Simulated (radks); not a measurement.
Neutral aluminium inside a hard spherical wall (all orbitals vanish at R), configuration held at [Ne] 3s2 3p1 and not refilled when levels cross. Method: scalar-relativistic Kohn-Sham, LDA (Slater exchange, VWN5 correlation), spin-polarised, spherical densities, point nucleus; open shells are filled with parallel spins first; computed with a radial shooting solver on a logarithmic mesh with Libxc functionals. Eigenvalues in eV for spin up, with the zero of energy where the potential of the charges vanishes at infinity; a dash marks a level that is unbound or too diffuse for the functional's potential to be trusted. A positive occupied level is held by the wall or, in an anion where self-interaction has pushed it up, behind a barrier. The pressure on the wall is -dE/dV.

| R (bohr) | E (hartree) | kinetic (hartree) | e(2s) | e(2p) | e(3s) | e(3p) | e(4s, empty) | e(4p, empty) | pressure (GPa) |
|---|---|---|---|---|---|---|---|---|---|
| free | -241.77599 | 241.951 | -107.47 | -69.695 | -8.085 | -3.019 | -0.355 | - | 0 |
| 20 | -241.77599 | 241.951 | -107.47 | -69.695 | -8.085 | -3.019 | -0.332 | 0.361 | < 0.0001 |
| 15 | -241.77598 | 241.951 | -107.47 | -69.694 | -8.084 | -3.018 | -0.219 | 0.741 | < 0.0001 |
| 12 | -241.77588 | 241.952 | -107.45 | -69.678 | -8.073 | -3.006 | 0.087 | 1.429 | 0.00171 |
| 7 | -241.76234 | 242.033 | -106.70 | -68.927 | -7.591 | -2.347 | 4.411 | 7.776 | 0.666 |
| 5 | -241.65884 | 242.491 | -103.97 | -66.194 | -5.609 | 0.404 | 15.949 | 21.357 | 12.4 |
| 4 | -241.39766 | 243.400 | -100.08 | -62.296 | -1.896 | 5.241 | 33.440 | 40.245 | 67.3 |
| 3.5 | -241.07051 | 244.387 | -96.777 | -58.989 | 2.181 | 10.279 | 50.523 | 57.937 | 173 |
| 3 | -240.40803 | 246.205 | -91.964 | -54.155 | 9.828 | 19.274 | 79.597 | 87.100 | 490 |
| 2 | -235.32354 | 258.721 | -71.746 | -33.287 | 62.881 | 74.951 | 243.24 | 241.41 | 6810 |
| 1.5 | -224.08392 | 284.619 | -42.573 | -1.913 | 169.08 | 174.57 | 513.67 | 482.04 | 41900 |
